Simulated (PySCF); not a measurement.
# Frontier orbitals and the lowest excitations

Compound: C4H5F3O.
Geometry (PBE0-D3(BJ)/def2-SVP, Å), atoms numbered from 1 in this order:
```
atom  x, y, z in Å
C1    -1.901   -0.027   -0.253
C2    -0.584   -0.298    0.444
C3     0.593    0.298   -0.272
O4     0.546    0.880   -1.320
C5     1.955    0.123    0.440
F6     2.949    0.614   -0.272
F7     2.188   -1.175    0.665
F8     1.930    0.743    1.625
H9    -1.892   -0.422   -1.278
H10   -2.096    1.053   -0.322
H11   -2.734   -0.493    0.292
H12   -0.571    0.087    1.479
H13   -0.383   -1.379    0.546
```

Level of theory: PySCF, TDDFT wB97X-D/def2-SVPD, vertical, gas phase, core orbitals frozen in the response.

Frontier orbitals with the atoms that hold most of them (Löwdin shares over 4%, at most four atoms; ? is withheld):

```csv
orbital,ε (eV),atoms
HOMO-3,-13.21,"C1 32%, C2 19%, H11 13%, O4 11%"
HOMO-2,-12.87,"C1 37%, C2 17%, H11 11%, H9 9%"
HOMO-1,-12.28,?
HOMO,?,"O4 56%, C3 12%, C2 11%, C5 9%"
LUMO,0.26,?
LUMO+1,2.10,"C1 19%, C2 16%, C3 12%, H12 8%"
LUMO+2,2.82,"C1 14%, F7 13%, F8 12%, C5 11%"
```

(1) Which atoms hold the HOMO-1, and with what shares?

(2) Which atoms hold the LUMO, and with what shares?

(3) What is the HOMO energy, and the HOMO–LUMO gap?

## Answers

(1) C1 (bonded to C and 3 H) 26%; C2 (bonded to 2 C and 2 H) 22%; H10 (bonded to C) 10%; H9 (bonded to C) 10%. By element: carbon 48% or more, hydrogen 21% or more.

(2) C3 (bonded to 2 C and O) 38%; O4 (bonded to C) 36%; C2 (bonded to 2 C and 2 H) 7%; C5 (bonded to C and 3 F) 5%. By element: carbon 51% or more, oxygen 36%.

(3) ε(HOMO) = -10.29 eV; the gap is 10.55 eV (0.3877 hartree).

Question: How does S1 compare with the orbital gap of 10.55 eV?

Answer: S1 is at 4.39 eV (f = 0.0000), 6.16 eV below the gap, made of HOMO→LUMO (98%). 

Question: One configuration dominates each of S1, S2 and S4. Which, and how do the shares of the two leading atoms of either orbital change from the occupied to the empty one?

Answer: 
- S1 (4.39 eV, f 0.0000), HOMO→LUMO (98%): O4 56% → 36%, C3 12% → 38%; low, almost dark, from the terminal oxygen into the C=O bond, the pattern of n→π*
- S2 (8.04 eV, f 0.071), HOMO-1→LUMO (94%): C1 26% → at most 6%, C2 22% → 7%, C3 at most 11% → 38%, O4 at most 11% → 36%
- S4 (8.21 eV, f 0.016), HOMO→LUMO+1 (80%): O4 56% → at most 8%, C3 12% → 12%, C1 at most 9% → 19%, C2 11% → 16%

One conformer stands for the species.
